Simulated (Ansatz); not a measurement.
Start from `CBI` and change one atom or group to get `CB[TeH]`.

Ansatz, PBE0-D4/def2-TZVP geometries, multiplicity 1. 

Elements past krypton have def2 core potentials.

```
                                          property  `CBI`
size of the dipole moment (ωB97M-V/def2-TZVPP) / D   1.52
                LUMO energy (PBE0/def2-TZVPP) / eV  -1.62
                 LUMO energy (PBE/def2-TZVPP) / eV  -2.54
               HOMO–LUMO gap (PBE/def2-TZVPP) / eV   3.71
                 HOMO energy (PBE/def2-TZVPP) / eV  -6.25
               LUMO energy (B3LYP/def2-TZVPP) / eV  -1.79
```

(1) What does the change do to each property? (Best estimate.)

Answers

(1) Computed: 
```
                                          property  `CB[TeH]`  shift
size of the dipole moment (ωB97M-V/def2-TZVPP) / D       0.87  -0.65
                LUMO energy (PBE0/def2-TZVPP) / eV      -1.20   0.42
                 LUMO energy (PBE/def2-TZVPP) / eV      -2.08   0.46
               HOMO–LUMO gap (PBE/def2-TZVPP) / eV       3.87   0.16
                 HOMO energy (PBE/def2-TZVPP) / eV      -5.95   0.30
               LUMO energy (B3LYP/def2-TZVPP) / eV      -1.36   0.43
```

With PBE0 the HOMO rises by 0.47 eV and the LUMO rises by 0.42 eV, so the gap narrows by about 0.05 eV. PBE moves the HOMO by 0.30 eV and ωB97M-V by 0.59 eV. The zero-point energy changes by 18.8 kJ/mol with +3 modes. Dipoles are sizes alone; their direction can turn.

B3LYP here is the variant with VWN-RPA as its local correlation; programs differ in this.

Spin–orbit coupling is left out; it splits and shifts lone-pair levels of the heavy atoms by tenths of an eV.
